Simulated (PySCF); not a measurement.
Compound: C5H6F3O3S (charge -1).
Geometry (PBE0-D3(BJ)/def2-SVP, Å), atoms numbered from 1 in this order:
```xyz
18
C5H6F3O3S angstrom
C     -0.602    0.927   -1.201
C     -0.475   -0.068   -0.082
S     -1.977   -0.120    0.956
O     -3.023   -0.575    0.018
O     -1.641   -1.100    2.020
O     -2.127    1.271    1.430
C      0.227   -1.376   -0.227
C      0.782   -0.322    0.691
C      2.068    0.359    0.398
F      3.098   -0.244    1.024
F      2.078    1.635    0.809
F      2.389    0.375   -0.911
H     -1.521    0.694   -1.758
H     -0.708    1.937   -0.779
H      0.259    0.904   -1.885
H      0.759   -1.562   -1.165
H     -0.233   -2.240    0.260
H      0.623   -0.485    1.762
```

Method: PySCF 2.14.0, PBE0-D3(BJ)/def2-SVP geometry optimisation, gas phase.

Take the most abundant isotopes and a rigid rotor. The values belong to one conformer with, in the numbering `[CH3:1][C@@:2]1([S:3](=[O:4])(=[O:5])[O-:6])[CH2:7][C@H:8]1[C:9]([F:10])([F:11])[F:12]`, C1–C2–S3–O4 63°.

Task: Give the principal moments of inertia and the rotational constants in MHz.

Result: Ia = 301.42, Ib = 988.49, Ic = 1011.80 u·Å²; 505379 MHz·u·Å²/I gives A = 1677, B = 511.3, C = 499.5 MHz.

Task: Classify the top.

Result: A near-prolate asymmetric top. Ray's parameter κ = (2B − A − C)/(A − C) = -0.980; −1 is the prolate and +1 the oblate limit.

Task: What does the inertial defect say?

Result: Not planar: Δ = Ic − Ia − Ib = -278.11 u·Å². For a rigid frame Δ = −2 Σ m c², so Σ m c² = 139.05 u·Å² lies off the ab plane: 11.34 from hydrogen and 127.71 from heavier atoms. The atom farthest from that plane is 2.22 Å away.

Task: List the rotational levels J(Ka,Kc) to J = 2 (MHz).

Result: Above 0(0,0):
J = 1: 1(0,1) 1011, 1(1,1) 2176, 1(1,0) 2188
J = 2: 2(0,2) 3032, 2(1,2) 4186, 2(1,1) 4221, 2(2,1) 7717, 2(2,0) 7718
The levels of one J sum to (2J + 1)J(J + 1)(A + B + C)/3.

Task: Predict some low-J microwave lines.

Result: The dipole components (about the centre of mass, as the species is charged) are |μa| = 7.87 D, |μb| = 1.54 D, |μc| = 1.57 D. Intensities carry the squares of the components, which stand as 1.00 : 0.04 : 0.04 (a : b : c). Some lines, for components of 0.1 D or more:

| type | branch | J(Ka,Kc) | MHz | lower level (cm⁻¹) |
| --- | --- | --- | --- | --- |
| c | Q | 2(1,2) ← 2(0,2) | 1154 | 0.101 |
| b | Q | 3(1,2) ← 3(0,3) | 1207 | 0.202 |
| b | R | 3(0,3) ← 2(1,2) | 1878 | 0.140 |
| a | R | 2(0,2) ← 1(0,1) | 2021 | 0.034 |
| b | R | 2(1,2) ← 1(0,1) | 3175 | 0.034 |
| c | R | 2(1,1) ← 1(0,1) | 3210 | 0.034 |
| c | Q | 2(2,1) ← 2(1,1) | 3496 | 0.141 |
| b | Q | 3(2,2) ← 3(1,3) | 3549 | 0.240 |
| c | R | 2(2,1) ← 1(1,1) | 5541 | 0.073 |
| b | R | 2(2,0) ← 1(1,1) | 5541 | 0.073 |
| c | Q | 3(3,1) ← 3(2,1) | 5856 | 0.359 |
| b | Q | 3(3,1) ← 3(2,2) | 5857 | 0.359 |

Task: Estimate the classical rotational partition function at 25 K, 50 K and 100 K.

Result: Point group C1, symmetry number σ = 1; q = (√π/σ)·√((kT/h)³/(ABC)), k/h = 20836.6 MHz/K: 32200 at 25 K, 91100 at 50 K, 258000 at 100 K.

PBE0-D3(BJ)/def2-SVP frequencies: not computed here. The geometry's basis has no diffuse functions, a weakness for an anion. Constants of a rigid frame at the computed geometry: no zero-point averaging, no centrifugal distortion. A rigid rotor knows nothing of internal rotation, which can split or shift real lines.

The run took 14 min of wall time on an AMD EPYC with one thread, no GPU, on a shared host, and the process peaked at 0.91 GiB of memory. These figures are those of the optimisation.
